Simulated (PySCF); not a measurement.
## Orbital energies and ionisation energy

C8H16Si.
Geometry (PBE0-D3(BJ)/def2-SVP, Å), atoms numbered from 1 in this order:
```
atom  x, y, z in Å
C1    -3.4516   -1.5403   -0.7162
C2    -2.9516   -0.3012   -0.7542
C3    -2.0303    0.3033    0.2353
C4    -2.3188    1.7523    0.7264
C5    -0.8866    2.2697    1.0166
Si6   -0.2951    0.9656   -0.2236
C7     1.2364   -0.0742    0.1015
C8     2.5566    0.6875   -0.0209
C9     3.7787   -0.1801    0.2410
H10   -3.2228   -2.2236    0.1079
H11   -4.1027   -1.9177   -1.5088
H12   -3.2180    0.3427   -1.6039
H13   -1.9060   -0.3635    1.1074
H14   -2.7646    2.3305   -0.1017
H15   -3.0263    1.8106    1.5711
H16   -0.7167    3.3434    0.8575
H17   -0.5696    2.0151    2.0416
H18   -0.2666    1.5019   -1.6238
H19    1.1416   -0.5149    1.1103
H20    1.2206   -0.9272   -0.6013
H21    2.5563    1.5405    0.6804
H22    2.6325    1.1341   -1.0278
H23    3.7523   -0.6079    1.2555
H24    4.7131    0.3944    0.1450
H25    3.8276   -1.0215   -0.4690
```

Level: wB97X-D/def2-SVPD (PySCF). Frontier orbitals with their largest atomic shares (Löwdin; up to four atoms above 4 %):

```
orbital  ε (eV)                           main atoms
 HOMO−3  -10.50  C3 21 %, C2 13 %, Si6 12 %, C5 11 %
 HOMO−2  -10.43  Si6 20 %, C7 19 %, H18 13 %, C5 8 %
 HOMO−1   -9.65  C5 32 %, Si6 18 %, C7 11 %, C4 10 %
   HOMO   -8.42                                    ?
   LUMO    2.08    C1 25 %, C2 24 %, Si6 9 %, C3 6 %
 LUMO+1    2.29    Si6 12 %, C9 11 %, C8 9 %, C5 7 %
 LUMO+2    2.40  Si6 17 %, C1 13 %, H20 8 %, H18 7 %
```

Problem. What vertical ionisation energy does ΔSCF give, and how far is −ε(HOMO) from it?

Solution. ΔSCF: 8.47 eV (817 kJ/mol; threshold wavelength 146 nm); ⟨S²⟩ of the doublet left behind is 0.766, against 0.75 for a pure doublet. −ε(HOMO) is 8.42 eV, 0.05 eV below it. In exact Kohn–Sham theory the two would be equal; wB97X-D (range-separated hybrid) comes within 0.05 eV of that here.

Problem. On which atoms does the HOMO lie?

Solution. C1 (terminal =CH2 carbon) 28 %, C2 (alkene CH carbon) 21 %, C3 (sp3 carbon bound to silicon) 18 %, Si6 (SiH silicon) 10 %, so no atom holds as much as 40 %. The HOMO−1 lies 1.23 eV lower.

Problem. Shift the occupied levels rigidly so that −ε(HOMO) equals the ΔSCF value. What binding energies result?

Solution. The shift is +0.05 eV: HOMO 8.47, HOMO−1 9.70, HOMO−2 10.48, HOMO−3 10.55 eV. A rigid shift is only a rough guide to the deeper ionisations.

Problem. What kinetic energy would electrons from this vertical process carry with He II light (40.814 eV)?

Solution. 40.81 − 8.47 = 32.34 eV.

Problem. What total energies stand behind the ΔSCF value?

Solution. E(N) = -603.54355 Eh and E(N − 1) = -603.23245 Eh at the same geometry, 0.31110 Eh apart.

One conformer (not necessarily the lowest) at the PBE0-D3(BJ)/def2-SVP geometry, without solvent, vibrations or thermal averaging.

wB97X-D is run here without its empirical dispersion term; that term would change no orbital, density or response property at a fixed geometry.
